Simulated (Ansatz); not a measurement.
Stepwise reaction of `N[SiH2]S[Si](N)(F)F` with hydrogen, as a gas-phase model of exchange steps in deposition or etching. ΔE in kJ/mol.

Program: Ansatz. Geometries: PBE0-D4/def2-TZVP. ΔE: electronic, gas phase. CBS: MP2 limit from def2 TZ/QZ plus the TZ coupled-cluster correction, frozen cores. This one scheme is used for every species. Functionals use def2-TZVPP. B3LYP here is the variant with VWN-RPA as its local correlation; programs differ in this. One conformer a species, not always the lowest.

```tsv
step	reaction	PBE-D4	B3LYP-D4	ωB97M-V	CCSD(T)/CBS
2	`N[SiH2]S[SiH](N)F` + H₂ → `N[SiH2]S[SiH2]N` + H–F	128.0	137.5	137.7	132.1
```

Problem. Give the row of step 1, `N[SiH2]S[Si](N)(F)F` + H₂ → `N[SiH2]S[SiH](N)F` + H–F. (Best estimate.)

Solution. Computed: 
```tsv
step	reaction	PBE-D4	B3LYP-D4	ωB97M-V	CCSD(T)/CBS
1	`N[SiH2]S[Si](N)(F)F` + H₂ → `N[SiH2]S[SiH](N)F` + H–F	128.8	138.9	139.0	135.5
```

Problem. By hand: ΔE of the 2 steps together at CCSD(T)/CBS.

Solution. (135.5) + (132.1) = 267.6 kJ/mol, or 133.8 kJ/mol a step.

In ΔE the steps differ by no more than 3.4 kJ/mol. All are uphill at CCSD(T)/CBS. PBE-D4 differs from CCSD(T)/CBS by -6.7 to -4.1 kJ/mol a step. Isolated molecules leave out the surface, adducts and barriers. Largest T1 diagnostic: 0.011.
